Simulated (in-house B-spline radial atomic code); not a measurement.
RPA and G0W0 for the tin ion Sn⁴⁺, [Kr] 4d10, as one setting changes: the share of exact exchange in the PBE hybrid start. A dash marks a level of low quasi-particle weight. Computed with a B-spline radial code for spherical atoms: all electrons, scalar-relativistic (spin-free one-electron X2C), finite nucleus, each spin shell either full or empty, empty states to l = 9 with an (l + 1/2)⁻⁴ tail; G0W0 by contour deformation at full frequency.

| share of exact exchange in the PBE hybrid start | mean-field level (eV) | G0W0 level (eV) | RPA correlation (Eh) |
| --- | --- | --- | --- |
| 0 | -67.66 | 4d -77.18 | -3.6504 |
| 0.1 | -68.76 | 4d -77.22 | -3.6198 |
| 0.2 | -69.86 | 4d -77.24 | -3.59 |
| 0.3 | -70.96 | 4d -77.26 | -3.5612 |
| 0.4 | -72.07 | 4d -77.28 | -3.5331 |
| 0.5 | -73.18 | 4d -77.29 | -3.5057 |
| 0.6 | -74.29 | 4d -77.29 | -3.4791 |
| 0.7 | ? | ? | ? |
| 0.8 | -76.53 | 4d -77.29 | -3.4277 |
| 0.9 | ? | ? | ? |
| 1 | -78.78 | 4d -77.27 | -3.3788 |

(1) What belongs in the row for 0.7?

(2) What belongs in the row for 0.9?

(3) At what share of exact exchange does G0W0 leave the highest level unchanged?

Answers

(1) mean-field level (eV): -75.41; G0W0 level (eV): 4d -77.29; RPA correlation (Eh): -3.4531.

(2) mean-field level (eV): -77.65; G0W0 level (eV): 4d -77.28; RPA correlation (Eh): -3.403.

(3) Near 0.87, where the shift changes sign (-0.758 eV at 0.8, +0.372 eV at 0.9).
